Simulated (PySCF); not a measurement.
**FOsN, triplet: computed properties**

All numbers come from PySCF, UPBE0, basis Os def2-TZVP with ECP60, N def2-TZVP, F def2-TZVP (scalar-relativistic core potentials, no spin–orbit coupling, density fitting).

The structure is a minimum.

```
Point group                                                                   : Cs
Bond lengths                                                                  : Os–F 1.890 Å, Os–N 1.622 Å
Bond angles                                                                   : F–Os–N 138.2°
Lowest empty level (β)                                                        : -4.03 eV
Atomisation energy without zero-point energy                                  : 961 kJ/mol
Principal quadrupole moments (Buckingham, traceless) about the centre of mass : -7.00, 3.12, 3.88 D Å
Enthalpy at 298.15 K above 0 K                                                : 12.04 kJ/mol
Heat capacity Cp at 298.15 K                                                  : 46.1 J/(mol K)
Zero-point energy                                                             : 11.8 kJ/mol
Rotational symmetry number                                                    : 1
Dipole moment                                                                 : 1.64 D
Highest occupied level (α)                                                    : -7.54 eV
Spin squared ⟨S²⟩                                                             : 2.021
Principal polarisabilities                                                    : 33.9, 37.2, 50.0 bohr³
Entropy at 298.15 K and 1 bar (electronic part: spin only)                    : 295.0 J/(mol K)
Rotational constants                                                          : 1.632, 0.1837, 0.1651 cm⁻¹
```

Harmonic modes (masses in u: Os 191.961, N 14.003, F 18.998):
```
symmetry  ω (cm⁻¹)  IR (km/mol)     type
      a'       147          5.0     bend
      a'       634          114  stretch
      a'      1194         54.6  stretch
```

Charges (e):
| atom | Mulliken | Löwdin | polar tensor | spin (Mulliken) | Mayer order to Os1 |
| --- | --- | --- | --- | --- | --- |
| Os1 | 0.76 | 0.60 | 1.06 | 2.05 | – |
| N2 | -0.31 | -0.26 | -0.44 | -0.08 | 2.88 |
| F3 | -0.45 | -0.34 | -0.63 | 0.03 | 0.79 |

Mulliken populations on Os1 (electrons outside its core potential): s 2.87, p 6.24, d 6.06, f 0.06.

Formally Os is in oxidation state +4, d4, with 2 unpaired electrons (the high-spin count would be 4). The Mulliken spin on Os is 2.05. The polar-tensor charge on Os, 1.06, is far below the formal one.

This need not be the most stable arrangement of these atoms. Other spin states or occupations of the open shell can lie lower. No spin–orbit coupling is included, which matters more the heavier the element.

The final relaxation and frequency run took of the order of 110 core-seconds on a shared host.
